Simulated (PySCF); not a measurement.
# Two-component Hartree-Fock for Pr⁴⁺ (praseodymium, charge +4)

Start: [Xe] 4f1; 4f7/2 filled at m_j = +7/2. Calculated with PySCF 2.14 in x2c-QZVPPall-2c (16s16p12d6f4g1h, 213 functions): generalised Hartree-Fock with the X2C-1e Hamiltonian and a Gaussian nucleus; one run each with spin-orbit coupling (SO) screened by Boettger's factors, then bare. This is a chosen level, not necessarily the ground level.

| spinor shell | electrons | ε, screened SO (eV) | ε, bare SO (eV) | weight of nominal j (bare SO) | rms radius, bare SO (bohr) |
| --- | --- | --- | --- | --- | --- |
| 1s1/2 | 2 | -42238.7 | -42238.2 | 1.000 | 0.0275 |
| 2s1/2 | 2 | -6950.3 | -6950.2 | 1.000 | 0.111 |
| 2p1/2 | 2 | -6557.1 | -6570.4 | 1.000 | 0.0957 |
| 2p3/2 | 4 | -6071.1 | -6066.0 | 1.000 | 0.102 |
| 3s1/2 | 2 | -1589.6 | -1589.6 | 1.000 | 0.290 |
| 3p1/2 | 2 | -1421.1 | -1423.8 | 1.000 | 0.281 |
| 3p3/2 | 4 | -1322.5 | -1321.5 | 1.000 | 0.294 |
| 3d3/2 | 4 | -1031.3 | -1034.0 | 1.000 | 0.265 |
| 3d5/2 | 6 | -1010.6 | -1009.0 | 1.000 | 0.270 |
| 4s1/2 | 2 | -378.30 | -378.31 | 1.000 | 0.657 |
| 4p1/2 | 2 | -312.26 | -312.87 | 0.997 | 0.678 |
| 4p3/2 | 4 | -290.94 | -290.73 | 0.999 | 0.705 |
| 4d5/2 | 6 | -176.72 | -176.44 | 0.978 | 0.776 |
| 4d3/2 | 4 | -179.77 | -180.25 | 0.968 | 0.765 |
| 5s1/2 | 2 | -91.812 | -91.816 | 1.000 | 1.53 |
| 5p1/2 | 2 | -70.117 | -70.216 | 0.981 | 1.67 |
| 4f7/2 | 1 | -59.333 | -59.150 | 1.000 | 1.01 |

Task: Where does 5p3/2 lie, and what is the 5p spin-orbit splitting (bare SO)?

Result: At -66.384 eV, 3.832 eV above 5p1/2.

```
   quantity  screened SO      bare SO
E (hartree)  -9232.85901  -9233.19831
        M_J          7/2          7/2
       ⟨J²⟩       15.761       15.761
       ⟨L²⟩       12.053       12.057
       ⟨S²⟩        0.794        0.798
```

Each row is a mean over spinors that exchange with the open shell spreads, by up to 7.899 eV (4d5/2).

Breit and QED terms are absent; they matter most for the inner s and p1/2 levels.

Densities and radii are taken from the X2C orbitals without a picture-change correction, which distorts them close to the nucleus.
